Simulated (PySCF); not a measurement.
C3H4BNO2, SMILES C(#N)CB(O)C=O.

Geometry: B3LYP-D3(BJ)/def2-SVP. The structure was generated by enumeration, and PubChem lists no compound with its InChIKey, so it may never have been made. Other conformers were not sampled.

Two levels are set side by side: TDA-PBE/def2-SVPD (PySCF) and TDA-LC-ωPBE/def2-SVPD (PySCF). Vertical, same geometry. The lowest singlet is HOMO→LUMO 100 % with PBE and HOMO→LUMO 92 % with the other functional; states are paired by order. Differences are taken from unrounded values.

```tsv
quantity	TDA-LC-ωPBE	TDA-PBE	TDA-PBE minus TDA-LC-ωPBE
lowest singlet excitation (eV)	3.08	2.65	-0.43
lowest triplet excitation (TDA) (eV)	2.30	1.98	-0.32
```

A lower first singlet is the usual sign of a functional without exact exchange. Differences between two approximate levels are no errors against the true value.

Rough cost on one machine, each run with all the roots and properties that it gave: TDA-LC-ωPBE against TDA-PBE about 3 times.
